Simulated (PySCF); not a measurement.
# Exercise with solution: entropy of an ideal gas

H₅W, SMILES [WH5+] (connectivity only; charge and spin as stated), charge +1, multiplicity 1.

Geometry optimised at B3LYP-D3(BJ)/def2-TZVPD. The spin state was assumed, not searched. The def2 effective core potentials stand for the cores of W; spin–orbit coupling is left out.

B3LYP-D3(BJ)/def2-TZVPD in PySCF 2.14.0 gives the harmonic wavenumbers 283, 288, 711, 942, 948, 1010, 1035, 2057, 2066, 2102, 2104, 2122 cm⁻¹ and the rotational temperatures 2.8886, 2.4597, 2.3914 K. The molar mass is 188.88 g/mol, the symmetry number 2, the spin multiplicity 1.

Q: Work out the entropy at 298.15 K and 1 atm in the rigid-rotor, harmonic-oscillator model.

A: 
Translation (Sackur–Tetrode at 1 atm): S = R[1.5 ln M + 2.5 ln T − 1.16487] = 174.1 J/(mol K).
Rotation: q = (√π/σ) T^1.5/√(θA θB θC) = 1110, S = R[ln q + 3/2] = 70.7 J/(mol K).
Vibration: with u = 1.4388 ν/T, each mode gives R[u/(e^u − 1) − ln(1 − e^−u)]:
| ν (cm⁻¹) | modes | u | S (J/(mol K)) |
|---|---|---|---|
| 283 | 1 | 1.37 | 6.34 |
| 288 | 1 | 1.39 | 6.22 |
| 711 | 1 | 3.43 | 1.23 |
| 942 | 1 | 4.55 | 0.49 |
| 948 | 1 | 4.57 | 0.48 |
| 1010 | 1 | 4.87 | 0.38 |
| 1035 | 1 | 4.99 | 0.34 |
The stiffer modes add less than 0.005 each. Sum 15.5 J/(mol K).
Spin: R ln 1 = 0.0 J/(mol K).
Total 260.4 J/(mol K); the program's own thermochemistry gives 260.4. Translation makes up 67 % and vibration 6 %. Anharmonicity, hindered rotation and orbital degeneracy are left out.
